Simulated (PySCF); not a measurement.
**Two-component Hartree-Fock for Pd²⁺ (palladium, charge +2)**

Start: [Kr] 4d8; 4d3/2 filled at m_j = -3/2, -1/2, +1/2, +3/2; 4d5/2 filled at m_j = -1/2, +1/2, +3/2, +5/2. Calculated with PySCF 2.14 in x2c-QZVPPall-2c (13s12p9d4f2g, 140 functions): generalised Hartree-Fock with the X2C-1e Hamiltonian and a Gaussian nucleus; one run each with spin-orbit coupling (SO) switched off, then screened by Boettger's factors.

| spinor shell | electrons | ε, spin-free (eV) | ε, screened SO (eV) | weight of nominal j (screened SO) | rms radius, screened SO (bohr) |
| --- | --- | --- | --- | --- | --- |
| 1s1/2 | 2 | -24501.5 | -24499.9 | 1.000 | 0.0365 |
| 2s1/2 | 2 | -3683.3 | -3682.8 | 1.000 | 0.150 |
| 2p1/2 | 2 | -3297.9 | -3408.3 | 1.000 | 0.130 |
| 2p3/2 | 4 | -3297.9 | -3246.8 | 1.000 | 0.135 |
| 3s1/2 | 2 | -721.26 | -721.07 | 1.000 | 0.403 |
| 3p1/2 | 2 | -591.32 | -611.22 | 1.000 | 0.399 |
| 3p3/2 | 4 | -591.32 | -581.97 | 1.000 | 0.409 |
| 3d3/2 | 4 | -385.47 | -389.03 | 0.997 | 0.387 |
| 3d5/2 | 6 | -385.47 | -382.87 | 0.998 | 0.390 |
| 4s1/2 | 2 | -130.44 | -130.37 | 1.000 | 1.01 |
| 4p1/2 | 2 | -90.700 | -95.297 | 0.948 | 1.09 |
| 4p3/2 | 4 | -90.700 | -88.457 | 0.974 | 1.12 |
| 4d3/2 | 4 | -34.410 | -34.862 | 0.704 | 1.47 |
| 4d5/2 | 4 | -34.410 | -33.974 | 0.739 | 1.49 |

```
   quantity    spin-free  screened SO
E (hartree)  -5041.50514  -5042.37544
        M_J            4            4
       ⟨J²⟩       20.010       20.010
       ⟨L²⟩       12.008       12.070
       ⟨S²⟩        2.002        2.002
```

Each row is a mean over spinors that exchange with the open shell spreads, by up to 7.980 eV (4p3/2).

Rows whose weight is well below 1 are mixtures of j = l ± 1/2: exchange outweighs spin-orbit coupling there, and the label is only the starting occupation.

Breit and QED terms are absent; they matter most for the inner s and p1/2 levels.

Densities and radii are taken from the X2C orbitals without a picture-change correction, which distorts them close to the nucleus.

Without spin-orbit coupling the j labels of p, d and f shells carry no meaning; the spin-free column gives the mean over the occupied spinors of each nl shell.
